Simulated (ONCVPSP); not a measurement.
# xenon (Xe), ONCV: configuration errors across variants

```json
{
 "Element": "Xe (Z = 54)",
 "Generator": "ONCVPSP 4.0.1",
 "Type": "optimised norm-conserving Vanderbilt (ONCV)",
 "Functional": "LDA (Perdew-Wang 92)",
 "Relativity": "scalar-relativistic",
 "Frozen core": "[Kr]",
 "Valence charge": "18",
 "Reference configuration": "4d10 5s2 5p6",
 "Partial waves": "5s: rc 1.40 bohr, ncon 4, nbas 9, qcut 3.7 1/bohr, 2 projectors, debl 2.8 Ha; 5p: rc 1.95 bohr, ncon 4, nbas 8, qcut 4.4 1/bohr, 3 projectors, debl 0.4 Ha; 4d: rc 1.00 bohr, ncon 5, nbas 9, qcut 13 1/bohr, 2 projectors, debl 2.9 Ha",
 "Local potential": "polynomial inside 0.95 bohr (lpopt 5, dvloc0 4 Ha)",
 "Core correction": "Teter function, fcfact 4, rcfact 1.55"
}
```

All-electron excitation energies from the reference (eV): (1) 4d10 5s2 5p5 12.696; (2) 4d10 5s2 5p4 34.636; (3) 4d10 5s2 5p3 66.600; (4) 4d10 5s2 5p5.5 5.248.

2 further variants failed, have other tests or too few solved ones, and are left out.

A true bound ghost makes a file unfit for plane-wave use even where its test errors are small: the radial tests pick states by their node count and pass the ghost by.

Errors AE − PS in meV (a dash: test not solved or not reliable):

```csv
change,(1),(2),(3),(4),bound ghosts,GHOST(+) flags above zero
base,-3.3,-6.0,-4.1,-1.5,"s, p","s, p"
"core correction Teter function, fcfact 4, rcfact 1",-3.2,-5.1,-0.2,-1.5,"s, p","s, p"
p: qcut 3.2,-3.5,-7.9,-11,-1.6,"s, p","s, p"
p: rc 2.6,-6.0,-24,-67,-2.0,s,"s, p"
"core correction polynomial model core, fcfact 0.4",-3.5,-7.4,-8.7,-1.6,"s, p","s, p"
"core correction Teter function, fcfact 5.8, rcfact 1.55",-3.3,-6.4,-5.5,-1.5,"s, p","s, p"
```

Give the same row for: p: rc 2.

-3.3, -6.3, -5.3, -1.5; bound ghosts: s, p; GHOST(+) flags above zero: s, p.
